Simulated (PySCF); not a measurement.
C7H6NS (doublet state).
Z-matrix (Å and degrees, GFN2-xTB geometry), rows numbered from 1:
```
S 
C   1  1.6944
C   2  1.3540  1  129.54
C   3  1.4389  2  127.74  1    -0.21
C   4  1.3995  3  124.07  2    -0.74
C   5  1.3818  4  119.49  3  -179.53
N   6  1.3201  5  122.53  4    -0.11
C   7  1.3201  6  119.11  5    -0.13
C   8  1.3804  7  123.05  6     0.22
H   2  1.0840  1  112.58  3  -179.97
H   3  1.0826  2  116.89  1   179.83
H   5  1.0829  4  120.25  3     0.42
H   6  1.0809  5  121.44  4   179.72
H   8  1.0821  7  115.77  6  -179.78
H   9  1.0795  4  120.47  3    -0.40
```

As a line formula: `S=C[CH]C1=CC=NC=C1` [radical].

Level of theory: PySCF, UKS B3LYP, pcH-1 on C H N S, non-relativistic, mean-field spin-orbit, GIAO. One conformer (not necessarily the lowest) at the GFN2-xTB geometry, without solvent, vibrations or thermal averaging. A GFN2-xTB geometry isn't a minimum of the functional, and hyperfine couplings can be far from their values at a DFT geometry, by a factor of two or more for some ions and for spin on atoms past the first row.

Output of the driver script. The program numbers atoms from 0.

```
UKS, coarse grid
  cycle   1  E = -723.22404522  |g| = 2.73e-01
  cycle   2  E = -723.20467941  |g| = 3.37e-01
  cycle   3  E = -723.25870515  |g| = 1.16e-01
  cycle   4  E = -723.26483489  |g| = 4.67e-02
  cycle   5  E = -723.26605489  |g| = 1.41e-02
  cycle   6  E = -723.26620672  |g| = 6.54e-03
  cycle   7  E = -723.26625439  |g| = 3.09e-03
  cycle   8  E = -723.26626578  |g| = 2.45e-03
  cycle   9  E = -723.26627069  |g| = 4.66e-04
UKS, final grid
  cycle   1  E = -723.26625831  |g| = 6.48e-04
  cycle   2  E = -723.26625796  |g| = 1.15e-03
  cycle   3  E = -723.26625863  |g| = 1.27e-04
  cycle   4  E = -723.26625866  |g| = 1.07e-04
  cycle   5  E = -723.26625869  |g| = 5.33e-05
  cycle   6  E = -723.26625870  |g| = 1.79e-05
E = -723.26625870 Eh   <S^2> = 0.7738 (exact 0.7500)
g shifts (ppm)      1          2          3
  rmc          -198       -198       -198
  gc            -11         44         37
  oz_so          44       9254     265603
  total        -165       9102     265444
hyperfine (MHz)  atom isotope    a_iso     a_fc   dipolar eigenvalues
    0   33S      12.55      12.55    -57.59    -56.60    114.18
    1   13C     -29.91     -29.91    -15.70      5.57     10.13
    2   13C      33.95      33.95    -33.86    -32.44     66.29
    3   13C     -20.09     -20.09     -9.13      3.92      5.21
    4   13C       7.29       7.29     -7.80     -7.03     14.83
    5   13C      -8.30      -8.30     -6.92      2.88      4.04
    6   14N       3.47       3.47     -4.10     -3.95      8.06
    7   13C      -8.67      -8.67     -6.97      3.10      3.87
    8   13C       9.88       9.88     -8.49     -7.98     16.47
    9    1H       5.37       5.37     -3.91     -0.74      4.65
   10    1H     -27.25     -27.25    -15.52     -1.42     16.94
   11    1H      -6.36      -6.36     -2.70     -2.34      5.04
   12    1H       2.31       2.31     -1.37     -0.63      2.00
   13    1H       2.36       2.36     -1.18     -0.15      1.34
   14    1H      -6.98      -6.98     -2.41     -1.45      3.86
```

Task: Find the weak point of this converged calculation.

Result: The largest g shift is +0.265, past the limit of 0.03 at which the run flags a species of elements up to argon. The orbital-Zeeman/spin–orbit term is second order, a sum of spin–orbit matrix elements over excitation energies, so it grows and becomes less reliable as an excited state comes close; a shift this large should be checked with a method that treats spin–orbit coupling variationally or among several states. The contact and dipolar couplings don't rest on that expansion, but they belong to the state that the SCF found, and a close-lying state with the spin in another orbital would have other couplings; no stability test was run. The run left out the spin–orbit part of the hyperfine coupling.

Task: Where is the spin in this solution (atoms counted from 1)?

Result: The Mulliken spin populations are largest on S1 (+0.64), C3 (+0.43), C2 (-0.17) and C9 (+0.11). The positive populations add up to 1.39 and the negative ones to -0.39, together 2S = 1. ⟨S²⟩ = 0.7738 against the exact 0.7500, 3.2 % above the value of a pure doublet state. The SMILES `S=C[CH]c1ccncc1` draws the unpaired electron on C3, whose computed spin population is only +0.43.

Task: Average a_iso over equivalent nuclei, turn it into first-order splittings with g = 2.0023, and give the multiplets for abundant isotopes (0.05 mT or more).

Result: 
```tsv
nuclei (from 1)	isotope	I	position	a_iso (MHz)	|a| (mT)	splits into
H11	1H	1/2	1 bond from C3	-27.2	0.97	1:1 doublet
H12/H15	1H	1/2	3 bonds from C3, on C5 of spin population +0.11	-6.7	0.24	1:2:1 triplet
H10	1H	1/2	2 bonds from C3, on C2 of spin population -0.17	5.4	0.19	1:1 doublet
N7	14N	1	4 bonds from C3	3.5	0.12	1:1:1 triplet
H13/H14	1H	1/2	4 bonds from C3	2.3	0.08	1:2:1 triplet
```

Class means assume fast exchange of nuclei equivalent by connectivity; if that motion is slow, each nucleus keeps its own coupling. Main spin sites, with 60 % or more of the largest population: S1, C3; positions count bonds from the nearest.
